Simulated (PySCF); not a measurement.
# GeF4: one-bond stretch

Level of theory: PBE0 in PySCF with Ge def2-SVP, F def2-SVP; no relativity; density-fitted integrals.

Rigid scan from the singlet minimum (Ge–F 1.698 Å (×4); F–Ge–F 109.5° (×6)). Coordinate: the bond from Ge to the last atom (F) scaled, the rest fixed. Energies in kJ/mol from the minimum.

```csv
scale of one bond,E (kJ/mol),dipole size (D)
0.92,39.9,0.49
0.96,8.7,0.24
1.00,0.0,0.00
1.05,10.5,0.30
1.12,49.4,0.71
1.20,111.3,1.16
1.35,238.4,1.91
1.55,386.9,–
1.80,521.6,–
2.20,646.0,–
```

At long bonds a restricted determinant can lie too high, and another spin state can fall below this curve.

Other isomers or separated fragments may lie lower.

The scan took 9.1 s on 2 threads of a shared AMD EPYC 9R45 96-Core (Zen 5) host; the process peaked at 1.2 GiB. Launch command: `OMP_NUM_THREADS=2 python axn.py task.json out`.
